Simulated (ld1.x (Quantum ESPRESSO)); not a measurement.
# An all-electron radial function and its pseudo partner (carbon)

Columns: radius, all-electron u(r) and pseudo u(r) of the 2s shell (level -13.78 eV) of carbon in the configuration [He] 2s1.75 2p2.25; Wu–Cohen, scalar-relativistic, ultrasoft scheme, ld1.x (Quantum ESPRESSO) 7.5.

```csv
r (bohr),all-electron,pseudo
0.113,0.3428,-0.0644
0.225,0.2807,-0.1366
0.338,0.0790,-0.2233
0.450,-0.1463,-0.3239
0.563,-0.3519,-0.4356
0.675,-0.5180,-0.5476
0.788,-0.6447,-0.6506
0.900,-0.7319,-0.7322
1.013,-0.7865,-0.7865
1.125,-0.8133,-0.8133
1.238,-0.8187,-0.8187
1.350,-0.8078,-0.8078
1.463,-0.7846,-0.7846
1.575,-0.7531,-0.7531
1.688,-0.7157,-0.7157
1.800,-0.6752,-0.6752
1.913,-0.6324,-0.6324
2.025,-0.5895,-0.5895
2.138,-0.5466,-0.5466
2.250,-0.5050,-0.5050
2.363,-0.4647,-0.4647
2.475,-0.4265,-0.4265
2.588,-0.3902,-0.3902
2.700,-0.3563,-0.3563
2.813,-0.3244,-0.3244
2.925,-0.2951,-0.2951
```

Problem. How many radial nodes do the two functions have?

Solution. The all-electron 2s function has n − l − 1 = 1; the pseudo-wave has 0, since the states of the same l below it are removed with the core.

Problem. At about which radius was the pseudo-wave matched?

Solution. 0.95 bohr, where the columns begin to agree (steps of 0.11 bohr).

Problem. Is the pseudo-wave norm-conserving?

Solution. No, it belongs to an ultrasoft set: the norm inside the radius is not constrained, and the difference is carried by the augmentation charge.
